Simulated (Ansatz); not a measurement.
C4H9LiO (SMILES [Li][O]C(C)(C)C), singlet, geometry from GFN2-xTB (such geometries of metal compounds can be far from the true shape); BLYP/cc-pVDZ (Ansatz, a quantum-chemistry and plane-wave program).

Ansatz was given this input:
Ansatz 0.2 input:
```yaml
crystal:
  periodic: [false, false, false]
  atoms:
    - {symbol: Li, position_ang: [0.95282533, 1.83910014, 1.90101642]}
    - {symbol: O, position_ang: [0.43255239, 0.83489297, 0.86300098]}
    - {symbol: C, position_ang: [-0.03502592, -0.06760544, -0.06988148]}
    - {symbol: C, position_ang: [1.00996337, -1.17350099, -0.30087268]}
    - {symbol: C, position_ang: [-1.34138713, -0.70998579, 0.42925014]}
    - {symbol: C, position_ang: [-0.30790875, 0.64947623, -1.40393297]}
    - {symbol: H, position_ang: [0.65889409, -1.89504914, -1.03388174]}
    - {symbol: H, position_ang: [1.20824296, -1.68396616, 0.63909625]}
    - {symbol: H, position_ang: [1.93671757, -0.72571334, -0.65307142]}
    - {symbol: H, position_ang: [-1.15549998, -1.21800808, 1.37306708]}
    - {symbol: H, position_ang: [-1.72553327, -1.42501360, -0.29348815]}
    - {symbol: H, position_ang: [-2.08443706, 0.06696570, 0.59554582]}
    - {symbol: H, position_ang: [0.61189980, 1.10687161, -1.76194522]}
    - {symbol: H, position_ang: [-1.04551189, 1.43359257, -1.24729881]}
    - {symbol: H, position_ang: [-0.67751677, -0.04642778, -2.15245897]}
basis:
  gaussian:
    orbitals: cc-pVDZ
hamiltonian:
  xc: blyp
accuracy: high
```

Task: Write the output that Ansatz gives for this input, abridged.

Result: 
```
Functional definition: BLYP
3231 factors; integrals over basis functions are off by at most 3.4e-9 eV
mean field evaluation 1: about -6523.6250 eV, gradient 9.4e1 eV
mean field evaluation 2: about -6273.1938 eV, gradient 2.4e2 eV
mean field evaluation 4: about -6543.6160 eV, gradient 1.6e1 eV
mean field evaluation 8: about -6544.5001 eV, gradient 6.3e-1 eV
mean field evaluation 16: about -6544.4897 eV, gradient 5.3e-5 eV
mean field -6544.48965912 eV, -240.5055589581 hartree, gradient 4.2e-8 eV, S^2 0.000000; 0 other end points of the search recorded, 0 dependent functions left out
reference -6544.48972991 eV, -240.5055615596 hartree; 22, 22 occupied and 107, 107 virtual orbitals, 3231 factors
Total energy: -6544.48972991 eV, -240.5055615596 hartree
```
